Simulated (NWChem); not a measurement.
System: ZrHOCl2 cation; SMILES [OH][Zr+]([Cl])[Cl]

NWChem input:

```
start job
memory heap 200 mb stack 900 mb global 1100 mb
charge 1
geometry units angstroms noautoz
  Zr     0.297928     0.000508    -0.302139
  Cl    -0.910260     1.864740     0.191818
  Cl    -0.907687    -1.865072     0.192994
  O      1.861626     0.001950     0.670551
  H      2.577424     0.001188     1.323512
end
basis spherical
  * library def2-svp
end
ecp
  Zr library def2-ecp
end
dft
  xc becke88 lyp
  iterations 150
  mulliken
end
task dft energy
```

All runs use the structure optimised with PBE0/def2-SVP. This spin state was assumed; another may lie lower. def2 effective core potentials on Zr; no spin-orbit coupling.

Problem. Predict the main results of this run. (BLYP/def2-SVP with def2 effective core potentials on Zr.) Quantities: energy (Ha); highest occupied level (eV); orbital gap (eV).

Solution. 
```yaml
energy (Ha): -1042.82
highest occupied level (eV): -12.77
orbital gap (eV): 3.39
```
